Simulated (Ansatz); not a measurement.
Single points on the cluster CrCl3.

```yaml
crystal:
  periodic: [false, false, false]
  atoms:
    - {symbol: Cr, position_ang: [-0.000092, -0.000081, 0.000189]}
    - {symbol: Cl, position_ang: [-1.134821, -1.720877, 0.500385]}
    - {symbol: Cl, position_ang: [2.118575, -0.068102, 0.073961]}
    - {symbol: Cl, position_ang: [-0.983672, 1.789069, -0.574545]}
basis:
  gaussian: {orbitals: def2-TZVP, initial_orbitals: start.molden}
magnetization: {spin_polarized: true, initial_magnetization: 1}
hamiltonian: {xc: r2scan, dispersion: d4}
scf: {omitted_lower_state_checks: [starts]}
output: {orbitals: {seedname: orbitals}}
```

The file start.molden holds the orbitals of an earlier run on this structure, at another level or in another basis.

```sh
$ ansatz run in.yaml --threads 2 --pin off --events-out ev --progress --plain --max-ram 4352MiB
```

It prints (some lines left out):

```
Functional definition: r2SCAN
1197 factors; their error is unknown
mean field evaluation 1: about -65991.3356 eV, gradient 7.9e0 eV
mean field evaluation 2: about -65991.4235 eV, gradient 1.8e-1 eV
mean field evaluation 4: about -65991.4071 eV, gradient 1.5e-3 eV
mean field evaluation 8: about -65991.4071 eV, gradient 2.7e-5 eV
mean field -65991.40709799 eV, -2425.1394802687 hartree, gradient 9.5e-6 eV, S^2 1.758086; 0 other end points of the search recorded, 0 dependent functions left out
reference -65991.40711365 eV, -2425.1394808444 hartree; 38, 37 occupied and 118, 119 virtual orbitals, 1197 factors
Total energy: -65991.44213942 eV, -2425.1407680177 hartree
Checks for a lower state left out: starts
```

Run time 13 s (2 threads of Intel Xeon 6975P-C on a shared host).

First input, but with `gaussian: {orbitals: def2-TZVPD, initial_orbitals: start.molden}` (abridged; 17 s):

```
Functional definition: r2SCAN
mean field evaluation 16: about -65991.4474 eV, gradient 5.7e-6 eV
mean field -65991.44741764 eV, -2425.1409619888 hartree, gradient 5.7e-6 eV, S^2 1.758205
Total energy: -65991.48248133 eV, -2425.1422505557 hartree
Checks for a lower state left out: starts
```

The first input with `hamiltonian: {xc: pbe}`, `correlation: {method: rpa}` and without the key `output` (abridged; 4.8 s):

```
Functional definition: PBE
mean field -65972.92939831 eV, -2424.4604373302 hartree, gradient 2.2e-6 eV, S^2 1.756248
20 core orbitals not correlated: weight in the atoms' cores, before any rotation towards them, 1.000 or more for the frozen orbitals, at most 0.000 for the correlated occupied ones
Total energy: -65943.49074217 eV, -2423.3785866713 hartree
Checks for a lower state left out: starts
```

As the first input, with `hamiltonian: {xc: pbe0, dispersion: d4}`, `output: {forces: true, orbitals: {seedname: orbitals}}` (abridged; 13 s):

```
Functional definition: PBE0
mean field -65975.70919749 eV, -2424.5625930661 hartree, gradient 2.1e-6 eV, S^2 1.760826
Total energy: -65975.84673920 eV, -2424.5676476305 hartree
Atom 0 force     0.000376     0.000522    -0.000303 eV/Å
Atom 1 force     0.113110     0.171539    -0.049834 eV/Å
Atom 2 force    -0.210942     0.006282    -0.007166 eV/Å
Atom 3 force     0.097457    -0.178342     0.057303 eV/Å
Dipole moment:    -0.000034    -0.000003     0.000157 e Å
Checks for a lower state left out: starts
```

First input, but with `hamiltonian: {xc: pbe, dispersion: d4}`, `output: {forces: true, orbitals: {seedname: orbitals}}` (abridged; 6 s):

```
Functional definition: PBE
mean field evaluation 16: about -65972.9294 eV, gradient 2.1e-6 eV
mean field -65972.92940805 eV, -2424.4604376880 hartree, gradient 2.1e-6 eV, S^2 1.756248
Total energy: -65973.08836555 eV, -2424.4662792684 hartree
Atom 0 force     0.000372     0.000518    -0.000297 eV/Å
Atom 1 force     0.044957     0.068189    -0.019781 eV/Å
Atom 2 force    -0.083696     0.002184    -0.002719 eV/Å
Atom 3 force     0.038367    -0.070890     0.022797 eV/Å
Dipole moment:    -0.000017     0.000012     0.000116 e Å
Checks for a lower state left out: starts
```

As the first input, with `gaussian: {orbitals: 6-31G}`, `hamiltonian: {xc: {name: B3LYP}, dispersion: d4}` (abridged; 4 s):

```
Functional definition: B3LYP
mean field evaluation 16: about -65988.9802 eV, gradient 2.9e-1 eV
mean field evaluation 32: about -65988.9915 eV, gradient 6.5e-6 eV
mean field -65988.99147619 eV, -2425.0507078051 hartree, gradient 6.4e-6 eV, S^2 1.758149
Total energy: -65989.25456168 eV, -2425.0603760185 hartree
Checks for a lower state left out: starts
```

The first input with `hamiltonian: {xc: hse06, dispersion: d4}` (abridged; 13 s):

```
Functional definition: HSE06
mean field -65974.88543076 eV, -2424.5323201969 hartree, gradient 8.3e-6 eV, S^2 1.761027
Total energy: -65975.01695651 eV, -2424.5371536790 hartree
Checks for a lower state left out: starts
```

Geometry: r2SCAN-D4/def2-SVP.

The 6-31G sets use Cartesian d functions. B3LYP takes the VWN-RPA correlation. HSE06 is defined as in plane-wave codes, on full-range PBE exchange. Correlated methods freeze 20 core orbitals; core or outer-core shells of Cr are correlated, in sets that lack core-valence functions. At r2SCAN-D4/def2-TZVP, r2SCAN-D4/def2-TZVPD, RPA@PBE/def2-TZVP, PBE0-D4/def2-TZVP and others the charge 0 doublet is spin-contaminated (final ⟨S²⟩ up to 1.76, 0.75 for a pure state). At PBE0-D4/def2-TZVP a quartet of charge 0 lies 0.88 eV below the doublet, each at its own geometry. The structure comes from a short search, and lower isomers may exist.
